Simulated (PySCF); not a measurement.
**Polarisability and C₆ of Pb⁺ (lead, charge +1)**

[Xe] 4f14 5d10 6s2 6p1, 2P determinant. Calculation: PySCF 2.14, in aug-cc-pVQZ-PP with ECP60MDF (7s7p5d3f2g, 92 functions); scalar relativity through the core potential. Coupled (time-dependent) response in atomic units; α is the mean over directions.

```
method  mean α (bohr³)         α xx, yy, zz  C₆ (like pair)  S(−4)
 B97-3           27.77  24.13, 35.07, 24.13           237.0  267.0
  MN15           26.45  23.30, 32.74, 23.30           223.9  236.2
```

S(−4) is the Cauchy moment in α(ω) = α(0) + S(−4) ω² + …

Spin-orbit coupling is absent.

α(iu) at MN15:

| u (hartree) | α(iu) (bohr³) |
| --- | --- |
| 0 | 26.45 |
| 0.0500 | 25.88 |
| 0.100 | 24.36 |
| 0.200 | 20.17 |
| 0.300 | 16.23 |
| 0.500 | 10.89 |
| 0.750 | 7.361 |
| 1.00 | 5.435 |
| 1.50 | 3.427 |
| 2.00 | 2.390 |
| 3.00 | 1.348 |
| 5.00 | 0.5858 |

A single London oscillator, α(iu) = α/(1 + u²/ω²), gives C₆ = (3/4) ω α². Matching the computed C₆ needs ω = 4 × 223.9 / (3 × 26.45²) = 0.427 hartree.

For an ion, C₆ is the dispersion term alone; charge-induced terms of lower order in 1/R come first.

The components differ because the open shell of this determinant is not spherical; for a pure term their mean is the scalar polarisability.

Energies and moments cover only the electrons outside the core potential. Spin-orbit coupling, absent here, splits the open shell strongly.
